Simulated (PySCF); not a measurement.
A calculated (B3LYP, PySCF 2.14, aug-cc-pVDZ, the non-relativistic Hamiltonian (point nucleus)) atom or ion has these occupied shells.

```
shell  electrons  orbital energy (eV)  rms radius, mean of both spins (bohr)
 1s α          1              -8166.1                                 0.0634
 1s β          1              -8166.0                                 0.0634
 2s α          1              -980.03                                  0.269
 2s β          1              -979.40                                  0.269
 2p α          3              -855.54                                  0.240
 2p β          3              -855.02                                  0.240
 3s α          1              -116.56                                  0.811
 3s β          1              -115.14                                  0.811
 3p α          3              -78.266                                  0.860
 3p β          3              -76.771                                  0.860
 3d α          5              -15.270                                   1.24
 3d β          4              -14.269                                   1.24
```

Task: Name the element and its charge.

Result: Ni⁺ (nickel, charge +1), in [Ar] 3d9, 2D determinant.
